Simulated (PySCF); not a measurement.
Sb(OEt)3 (C6H15O3Sb), SMILES CC[O][Sb]([O]CC)[O]CC.

Geometry: PBE0-D3(BJ)/def2-SVP. The isomer is the one that the SMILES or the coordinates give; other isomers of the formula were not compared. The def2 effective core potentials stand for the cores of Sb; spin–orbit coupling is left out. Other conformers were not sampled.

Computed with B3LYP/def2-SVP (PySCF).

The molecule is in vacuum.

```yaml
total_energy: -703.34482 hartree
highest_occupied_level: -7.01 eV
lowest_empty_level: -0.81 eV
orbital_gap: 6.20 eV
dipole_moment: 1.04 D
quadrupole, principal values (traceless, Buckingham form, about the centre of nuclear charge): -5.76, -0.89, 6.65 D·Å
mean_static_polarisability: 111.7 bohr³ (16.56 Å³)
polarisability_principal_values: 105.6, 113.9, 115.8 bohr³
```
